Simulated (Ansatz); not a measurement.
Compare A (`BNCOC`) with its isomer B (`CB(O)CN`).

Calculated with Ansatz (gas phase, PBE0-D4/def2-TZVP geometries, no zero-point term in ΔE). CBS: MP2 limit from def2 TZ/QZ plus the TZ coupled-cluster correction, frozen cores. Functionals use def2-TZVPP. B3LYP here is the variant with VWN-RPA as its local correlation; programs differ in this. Each species was taken in one conformer, which may not be the lowest.

Task: Which is lower in electronic energy at CCSD(T)/CBS, and by how much? (An estimate is asked.)

Result: Ansatz gave: B, by 145.5 kJ/mol.

Task: Give E(B) − E(A) in kJ/mol with MP2/def2-TZVPP, B2PLYP, CCSD(T)/def2-TZVPP, PBE0-D4, CCSD/def2-TZVPP, r2SCAN-D4, B3LYP. (Best estimate.)

Result: Computed: MP2/def2-TZVPP -147.0, B2PLYP -136.9, CCSD(T)/def2-TZVPP -140.3, PBE0-D4 -143.5, CCSD/def2-TZVPP -140.8, r2SCAN-D4 -145.0, B3LYP -132.5. None reverses the order clearly.

Largest T1 diagnostic: 0.012.

In def2-TZVPP, CCSD(T) changes the Hartree–Fock value by −14.1 kJ/mol (the triples alone add +0.5 kJ/mol) and MP2 by −20.8 kJ/mol. From PBE to PBE0 (25 % exact exchange), in def2-TZVPP and without D4, E(B) − E(A) moves by −3.8 kJ/mol.
